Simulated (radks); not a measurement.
Coulomb parameter of the 5d shell of the hafnium ion Hf2+ in the model configuration [Xe] 4f14 5d0.5 6s1.5, as a second difference U = [E(n + 0.5) + E(n - 0.5) - 2 E(n)] / (0.5)^2 with all orbitals relaxed. "Bare": the charge of the atom changes with n. "Screened": the 6s shell takes up the change at fixed total charge, which measures U(5d,5d) + U(6s,6s) - 2 U(5d,6s). Method: scalar-relativistic Kohn-Sham, BLYP, spin-unpolarised, spherical densities, point nucleus; computed with a radial shooting solver on a logarithmic mesh with Libxc functionals.

case                   configuration  E - E(n) (eV)
start          [Xe] 4f14 5d0.5 6s1.5          0.000
bare +0.5        [Xe] 4f14 5d1 6s1.5         -8.446
bare -0.5            [Xe] 4f14 6s1.5         11.035
screened +0.5      [Xe] 4f14 5d1 6s1          0.022
screened -0.5          [Xe] 4f14 6s2          0.185

U(bare) = 10.355 eV, U(screened by 6s) = 0.825 eV, against the Slater integral F0(5d,5d) = 12.243 eV with frozen orbitals.
